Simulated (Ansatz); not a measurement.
## Ligand exchange: GeH3(CH3) + HI → GeH2(CH3)I + H2

Species: GeH3(CH3) (methyl germane), singlet; HI (hydrogen iodide), singlet; GeH2(CH3)I, singlet; H2, singlet. The partners trade H for I: Ge–H and H–I bonds give way to Ge–I and H–H.

Shapes, held fixed at every level: PBE0-D4/def2-TZVP. Programs: Ansatz 0.2.0. The zero-point and thermal change to 298 K, harmonic and unscaled (PBE0-D4/def2-TZVP), is -1.2 kJ/mol.

```csv
level,kind,ΔH(298 K) (kJ/mol),less CCSD(T)/def2-TZVPP,CPU time (sum over the molecules)
r2SCAN-D4/def2-TZVPP,meta-GGA,-75.2,-8.5,21 s
B3LYP-D4/def2-TZVPP,global hybrid,-72.4,-5.7,20 s
wB97M-V/def2-TZVPP,range-separated hybrid,-71.0,-4.3,46 s
wB97X-V/def2-TZVPP,range-separated hybrid,-69.5,-2.8,33 s
B2PLYP/def2-TZVPP,double hybrid,-69.1,-2.4,26 s
MP2/def2-SVP,perturbation theory,-67.4,-0.7,–
CCSD(T)/def2-TZVPP,coupled cluster or CI,-66.7,0.0,5.5 min
```

The highest level, CCSD(T)/def2-TZVPP, gives ΔH(298 K) = -66.7 kJ/mol; the levels span -75.2 to -66.7. The column of differences is taken from that level and isn't an error. No measured value is set beside it here. For atoms past krypton def2 sets carry core potentials with scalar relativity. Relativity is left out for Ge. Outer-core shells of Ge, I are correlated, in sets that cover them unevenly. Times are processor times on shared x86 and Arm servers, and rough.
